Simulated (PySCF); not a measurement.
Molecule: SMILES CC(=O)CC(C)=O (C5H8O2). Atoms near the plane z = 1.5 Å, at the GFN2-xTB optimised geometry (x, y, z in Å): C1 (1.3, -0.8, 1.4), C2 (0.7, -0.8, 0.0), C4 (-0.8, -0.8, 0.0), C5 (-1.2, 0.7, 0.0), O7 (-1.3, 1.3, 1.0), H8 (1.1, -1.7, 1.9), H9 (2.4, -0.6, 1.3), H10 (0.8, 0.0, 2.0), H12 (-1.2, -1.3, 0.9).

Computed with PBE0/def2-TZVP in PySCF. Cells within 0.4 Å of a nucleus heavier than hydrogen are left out (blank, or x). The values are rescaled to run from 0 to 1.

```
|55555555555555555555555555555|
|55555555555555555555555555555|
|55555555555555555555555555555|
|55555555555555555555555555555|
|55555555555555555555555555555|
|55555555555555555555555555555|
|55555556666555555555555555555|
|55555567887655555555555555555|
|55555578667765555555555555555|
|55555577427765555555555555555|
|55555567667755555555555555555|
|55555567777655555555555555555|
|55555556666555555555555555555|
|55555555555555555555555555555|
|55555555555555555545665555555|
|55555555555555555422455555555|
|5555555555555555642xx22015555|
|555555555555555565xxx22025555|
|5555555555555555659xx34555555|
|55555555555555556520255555555|
|55555555555555555532455555555|
|55555555555555555544555555555|
|55555555555555555555555555555|
|55555555555555555555555555555|
|55555555555555555555555555555|
|55555555555555555555555555555|
|55555555555555555555555555555|
|55555555555555555555555555555|
|55555555555555555555555555555|
```
Scale: ten equal steps from 0.000 (start of '0') to 1.00 (end of '9'), in the order '0123456789'; x runs from -3.50 to 3.50, y from -3.50 (bottom) to 3.50 (top).

**Question.** Which quantity is mapped?
A) electrostatic potential
B) an orbital amplitude
C) log10 of the electron density
D) Laplacian of the electron density

**Answer.** D, Laplacian of the electron density. In full: Laplacian of the electron density (e/bohr⁵).
